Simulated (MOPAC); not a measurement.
A run for MOPAC: PM3 on BH2I (SMILES BI), a point of a bond scan (R = 3.699 Å).

```
PM3 1SCF PRECISE CHARGE=0 THREADS=1
BH2I

B     -1.00687273 1    -1.52824232 1     0.26334221 1
H     -0.62513249 1    -2.30507998 1     1.06916428 1
H     -1.98651595 1    -1.65890826 1    -0.38610151 1
I      1.00761721 1     1.52937229 1    -0.26353692 1
```

It printed:

```
*******************************************************************************
 **                                                                           **
 **                              MOPAC v23.2.5                                **
 **                                                                           **
 *******************************************************************************
 ** MOPAC's Digital Object Identifier: https://doi.org/10.5281/zenodo.6511958 **
 **                                                                           **
 ** Please cite the open-source release paper for use of this MOPAC version:  **
 ** J. E. Moussa and J. J. P. Stewart (2026)                                  **
 ** MOPAC: An open-source semiempirical molecular orbital program             **
 ** J. Open Source Softw., 11(119), 8025, https://doi.org/10.21105/joss.08025 **
 *******************************************************************************

                              PM3 CALCULATION RESULTS

 *******************************************************************************
 *  PM3        - The PM3 Hamiltonian to be used
 *
 *
 *
 *                 CHARGE ON SYSTEM = 0
 *
 *
 *
 *  PRECISE    - TIGHTER CRITERIA TO BE USED
 *  1SCF       - DO 1 SCF AND THEN STOP
 *  THREADS=1  - MULTI-THREADING NOT USED
 *  T=         - A TIME OF 172800.0 SECONDS REQUESTED
 *  DUMP=N     - RESTART FILE WRITTEN EVERY 7200.0 SECONDS REQUESTED
 *******************************************************************************
PM3 1SCF PRECISE CHARGE=0 THREADS=1
 BH2I

   ATOM   CHEMICAL          X               Y               Z
  NUMBER   SYMBOL      (ANGSTROMS)     (ANGSTROMS)     (ANGSTROMS)

     1       B         -1.00687273  *  -1.52824232  *   0.26334221  *
     2       H         -0.62513249  *  -2.30507998  *   1.06916428  *
     3       H         -1.98651595  *  -1.65890826  *  -0.38610151  *
     4       I          1.00761721  *   1.52937229  *  -0.26353692  *



          CARTESIAN COORDINATES

    NO.       ATOM           X           Y           Z

     1         B         -1.0069     -1.5282      0.2633
     2         H         -0.6251     -2.3051      1.0692
     3         H         -1.9865     -1.6589     -0.3861
     4         I          1.0076      1.5294     -0.2635

  H: (PM3): J. J. P. STEWART, J. COMP. CHEM. 10, 209 (1989).
  B: (PM3): J. J. P. STEWART, J. MOL. MOD., 10, 155-164 (2004)
  I: (PM3): J. J. P. STEWART, J. COMP. CHEM. 10, 209 (1989).

           Empirical Formula: H2 B I  =     4 atoms



      MOLECULAR POINT GROUP   :   C2v


      RHF CALCULATION, NO. OF DOUBLY OCCUPIED LEVELS = 6



 ALL CONVERGERS ARE NOW FORCED ON
 SHIFT=10, PULAY ON, CAMP-KING ON
 AND ITERATION COUNTER RESET



 -------------------------------------------------------------------------------
 PM3 1SCF PRECISE CHARGE=0 THREADS=1
 BH2I



     1SCF WAS SPECIFIED, SO BFGS WAS NOT USED
     SCF FIELD WAS ACHIEVED


                              PM3 CALCULATION
                                                       MOPAC v23.2.5 Linux




          FINAL HEAT OF FORMATION =        136.62989 KCAL/MOL =     571.65944 KJ/MOL


          COSMO AREA              =        109.95 SQUARE ANGSTROMS
          COSMO VOLUME            =         91.77 CUBIC ANGSTROMS

          IONIZATION POTENTIAL    =          8.051044 EV
          HOMO LUMO ENERGIES (EV) =         -8.051 -3.830
          NO. OF FILLED LEVELS    =          6
          MOLECULAR WEIGHT        =        139.7303         POINT GROUP:  C2v

          MOLECULAR DIMENSIONS (Angstroms)

            Atom       Atom       Distance
            I     4    H     3     4.37550
            H     3    H     2     2.03401
            B     1    H     2     0.00000


          SCF CALCULATIONS        =          1





   ATOM   CHEMICAL          X               Y               Z
  NUMBER   SYMBOL      (ANGSTROMS)     (ANGSTROMS)     (ANGSTROMS)

     1       B         -1.00687273  *  -1.52824232  *   0.26334221  *
     2       H         -0.62513249  *  -2.30507998  *   1.06916428  *
     3       H         -1.98651595  *  -1.65890826  *  -0.38610151  *
     4       I          1.00761721  *   1.52937229  *  -0.26353692  *

                             CARTESIAN COORDINATES

   1    B       -1.006872730    -1.528242320     0.263342210
   2    H       -0.625132490    -2.305079980     1.069164280
   3    H       -1.986515950    -1.658908260    -0.386101510
   4    I        1.007617210     1.529372290    -0.263536920


           Empirical Formula: H2 B I  =     4 atoms



      MOLECULAR POINT GROUP   :   C2v


                  EIGENVALUES
 -24.47147 -15.06918 -14.48247 -14.41046 -14.39961  -8.05104  -3.83017  -0.88307
   1.74393   2.83940


              NET ATOMIC CHARGES AND DIPOLE CONTRIBUTIONS

  ATOM NO.   TYPE          CHARGE      No. of ELECS.   s-Pop       p-Pop
    1          B           0.190064        2.8099     1.40037     1.40956
    2          H           0.055563        0.9444     0.94444
    3          H           0.055565        0.9444     0.94443
    4          I          -0.301192        7.3012     1.30813     5.99307
 DIPOLE           X         Y         Z       TOTAL
 POINT-CHG.    -3.074    -4.666     0.804     5.645
 HYBRID        -0.196    -0.297     0.051     0.359
 SUM           -3.269    -4.962     0.855     6.004


          ATOMIC ORBITAL ELECTRON POPULATIONS

     Atom    s        px        py        pz
    1  B   1.40037   0.53210   0.42937   0.44809
    2  H   0.94444
    3  H   0.94443
    4  I   1.30813   1.99794   1.99532   1.99981

 **********************
 *                    *
 * JOB ENDED NORMALLY *
 *                    *
 **********************




 == MOPAC DONE ==
```

The run finished.

Cost: very roughly 0.15 core-seconds.
